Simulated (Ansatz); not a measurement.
The first iterations of a band of ClF5Mo + H2 (9 atoms, charge 0, multiplicity 1).

Theory: Ansatz 0.2.0, RKS B3LYP/def2-SVP.

```json
{
  "movable images": "9",
  "climbing image": "yes",
  "spring": "5.0 eV/Å²",
  "optimiser": "quadratic models (default)",
  "start path": "through a guess of the saddle point",
  "force threshold": "0.05 eV/Å",
  "iteration limit": "60",
  "end points": "relaxed"
}
```

First end point:

```xyz
9
Properties=species:S:1:pos:R:3
Mo -0.323 -0.327 -0.129
Cl -0.365 -0.360 2.146
F 1.510 -0.318 -0.143
F -0.332 1.506 -0.151
F -2.155 -0.336 -0.206
F -0.313 -2.159 -0.199
F -0.291 -0.303 -1.969
H 2.357 2.436 1.503
H 2.263 2.312 2.249
```

Last end point:

```xyz
9
Properties=species:S:1:pos:R:3
Mo -0.092 0.203 -0.387
Cl 0.840 0.405 3.121
F 1.704 0.160 0.057
F -0.916 1.530 -1.372
F -1.675 0.269 0.544
F -0.138 -1.550 0.176
F 0.480 -0.274 -2.070
H 0.206 1.553 0.537
H 1.943 0.155 2.496
```

| iteration | highest image above the first end (eV) | largest band force component (eV/Å) |
| --- | --- | --- |
| 1 | 5.309 | 9.829 |
| 2 | 2.481 | 4.886 |
| 3 | 1.864 | 1.841 |
| 4 | 1.704 | 0.785 |
| 5 | 1.701 | 1.339 |
| 6 | 1.662 | 0.618 |
| 7 | 1.504 | 1.294 |

Task: Does the band converge within its limit, and where does its top end?

Result: It converged. It ended after 23 iterations with the highest image 1.381 eV above the first end. A structure lower than the first end lies on the path between it and the top, so the climb from that side starts below the end, which may itself be a saddle point or a shallow side well. A vibrational analysis at the climbing image gives one clearly imaginary mode, 332i cm⁻¹: a first-order saddle point. The orbitals stay closed-shell, which can raise the energy where a bond breaks towards radicals; this wasn't checked here.

Run time: 11 min on 4 threads of Arm Neoverse V2, with other jobs on the host, peak memory 0.36 GiB.
